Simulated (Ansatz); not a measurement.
Computed with Ansatz on PBE0-D4/def2-TZVP structures; ΔE is electronic, products minus reactants. CCSD(T)/CBS is the MP2 limit (def2-TZVPP, def2-QZVPP) plus CCSD(T) − MP2 in def2-TZVPP, frozen cores. For Ga, Ge outer-core shells are correlated without core-valence functions, which leaves a few kJ/mol of doubt a bond. Scalar relativity is left out up to krypton. One conformer a species, not always the lowest.

Consider the redistribution: `[CH3][AlH][O][SiH2][GaH2]` + `O[CH2][GeH3]` → `[GaH2][CH2][GeH3]` + `[CH3][AlH][O][SiH2]O`.

```
                    species  HF/def2-TZVPP energy (Eh)
`[CH3][AlH][O][SiH2][GaH2]`                -2571.65024
             `O[CH2][GeH3]`                -2191.61330
        `[GaH2][CH2][GeH3]`                -4040.54971
     `[CH3][AlH][O][SiH2]O`                 -722.79855
```

Problem. Work out ΔE.

Solution. ΔE = (-4040.54971) + (-722.79855) − (-2571.65024) − (-2191.61330) = -0.08472 Eh = -222.4 kJ/mol. CCSD(T)/CBS gives -225.1 kJ/mol.

Largest T1 diagnostic among the species: 0.013.

From r2SCAN to r2SCAN0 (25 % exact exchange), in def2-TZVPP and without D4, ΔE moves by −4.3 kJ/mol. At CCSD(T), def2-SVP lies +25.9 kJ/mol from the extrapolated value and def2-TZVPP +2.2 kJ/mol.
